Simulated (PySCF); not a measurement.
## 17O chemical shifts

[PySCF: GIAO PBE0/pcSseg-1 shieldings; geometry from GFN2-xTB; non-relativistic; one averaged value for each set of equivalent atoms; a single conformation; in vacuum]

Shieldings were converted by a linear fit to measured shifts: 17O (scatter 10.7 ppm rms, 12.2 ppm with the 3 outliers that the fit left out vs liquid water, solution or neat liquid). A few per cent of atoms miss by over 2 rms, more outside the fitted compound classes.

Question: Give the 17O shifts of `COCOC`, `C=C1C[C@@H]1S(C)(=O)=O`, `C=CSCOC(C)=O`, `COC(=O)O[C@H](F)OC`, `CCO`, `C=C[C@@H]1O[SiH2]OC1=S`, `C=COC(=O)CCOC`, `COC1=CCC[S@@]1=O`, `COC1=CCC[S@@]1=O`.

Answer: 
| compound | environment | δ (ppm) |
| --- | --- | --- |
| COCOC | ether oxygen (×2) | 3.5 |
| [CH2:1]=[C:2]1[CH2:3][C@@H:4]1[S:5]([CH3:6])(=[O:7])=[O:8] | O7: S=O oxygen | 166.6 |
| [CH2:1]=[C:2]1[CH2:3][C@@H:4]1[S:5]([CH3:6])(=[O:7])=[O:8] | O8: S=O oxygen | 148.1 |
| [CH2:1]=[CH:2][S:3][CH2:4][O:5][C:6]([CH3:7])=[O:8] | O8: ester carbonyl oxygen | 364.8 |
| [CH2:1]=[CH:2][S:3][CH2:4][O:5][C:6]([CH3:7])=[O:8] | O5: ester alkoxy oxygen | 162.7 |
| [CH3:1][O:2][C:3](=[O:4])[O:5][C@H:6]([F:7])[O:8][CH3:9] | O4: ester carbonyl oxygen | 233.4 |
| [CH3:1][O:2][C:3](=[O:4])[O:5][C@H:6]([F:7])[O:8][CH3:9] | O5: ester alkoxy oxygen | 162.0 |
| [CH3:1][O:2][C:3](=[O:4])[O:5][C@H:6]([F:7])[O:8][CH3:9] | O2: ester alkoxy oxygen | 90.5 |
| [CH3:1][O:2][C:3](=[O:4])[O:5][C@H:6]([F:7])[O:8][CH3:9] | O8: ether oxygen | 42.4 |
| CCO | alcohol oxygen | 5.8 |
| [CH2:1]=[CH:2][C@@H:3]1[O:4][SiH2:5][O:6][C:7]1=[S:8] | O6: oxygen bonded to C, Si, in a 5-membered ring | 201.4 |
| [CH2:1]=[CH:2][C@@H:3]1[O:4][SiH2:5][O:6][C:7]1=[S:8] | O4: oxygen bonded to C, Si, in a 5-membered ring | 3.1 |
| [CH2:1]=[CH:2][O:3][C:4](=[O:5])[CH2:6][CH2:7][O:8][CH3:9] | O5: ester carbonyl oxygen | 353.3 |
| [CH2:1]=[CH:2][O:3][C:4](=[O:5])[CH2:6][CH2:7][O:8][CH3:9] | O3: ester alkoxy oxygen | 198.1 |
| [CH2:1]=[CH:2][O:3][C:4](=[O:5])[CH2:6][CH2:7][O:8][CH3:9] | O8: ether oxygen | -19.4 |
| [CH3:1][O:2][C:3]1=[CH:4][CH2:5][CH2:6][S@@:7]1=[O:8] | O2: ether oxygen | 51.3 |
| [CH3:1][O:2][C:3]1=[CH:4][CH2:5][CH2:6][S@@:7]1=[O:8] | O8: S=O oxygen | 37.3 |
| [CH3:1][O:2][C:3]1=[CH:4][CH2:5][CH2:6][S@@:7]1=[O:8] | O2: ether oxygen | 51.3 |
| [CH3:1][O:2][C:3]1=[CH:4][CH2:5][CH2:6][S@@:7]1=[O:8] | O8: S=O oxygen | 37.3 |
